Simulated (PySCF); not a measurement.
## ICl₆⁺, singlet: molecular constants

All numbers come from B3LYP/[I def2-SVP with ECP28, Cl def2-SVP], scalar-relativistic core potentials, density fitting, no spin–orbit coupling, PySCF.

The structure is a minimum.

```xyz
7
charge 1 multiplicity 1, angstrom
I     0.0000    0.0000    0.0000
Cl    0.0000    0.0000    2.3974
Cl    0.0000    0.0000   -2.3974
Cl    2.3974    0.0000    0.0000
Cl    0.0000    2.3974    0.0000
Cl   -2.3974    0.0000    0.0000
Cl    0.0000   -2.3974    0.0000
```

```
Point group                                                                   : Oh
Bond lengths                                                                  : I–Cl 2.397 Å (×6)
Bond angles                                                                   : Cl–I–Cl 90.0° (×12), Cl–I–Cl 180.0° (×3)
Principal quadrupole moments (Buckingham, traceless) about the centre of mass : 0.00, 0.00, 0.00 D Å
Zero-point energy                                                             : 19.3 kJ/mol
Dipole moment about the centre of mass                                        : 0.00 D
Heat capacity Cp at 298.15 K                                                  : 146.0 J/(mol K)
Rotational constants                                                          : 0.02097, 0.02097, 0.02097 cm⁻¹
Highest occupied level                                                        : -13.88 eV
Rotational symmetry number                                                    : 24
Enthalpy at 298.15 K above 0 K                                                : 31.60 kJ/mol
Principal polarisabilities                                                    : 112.0, 112.0, 112.0 bohr³
Lowest empty level                                                            : -12.12 eV
Entropy at 298.15 K and 1 bar                                                 : 424.8 J/(mol K)
```

Harmonic modes (masses in u: I 126.904, Cl 34.969):
```
symmetry  ω (cm⁻¹)  IR (km/mol, summed over degenerate members)  μ (u)
     t2u       106                                          0.0  34.97
     t2g       156                                          0.0  34.97
     t1u       170                                         25.6  42.96
      eg       291                                          0.0  34.97
     a1g       299                                          0.0  34.97
     t1u       351                                          149  47.60
```

In Oh the vibrations span t2u + t2g + 2t1u + eg + a1g. The a1g, eg, t2g, t2u modes carry no infrared intensity, as symmetry demands. With a centre of inversion only u modes can be infrared active and only g modes Raman active.

Charges (e):
```tsv
atom	Mulliken	Löwdin	polar tensor	Mayer order to I1
I1	1.11	0.94	2.45	–
Cl2,3,4,5,6,7	-0.02	0.01	-0.24	0.80
```

Mulliken populations on I1 (electrons outside its core potential): s 3.79, p 9.41, d 10.69.

Counting electrons, iodine keeps none of its valence electrons outside its bonds, so the VSEPR class is AX6 and the expected shape is octahedral (Oh), as computed.

This need not be the most stable arrangement of these atoms.

The final relaxation and frequency run took of the order of 5 core-minutes on a shared host.
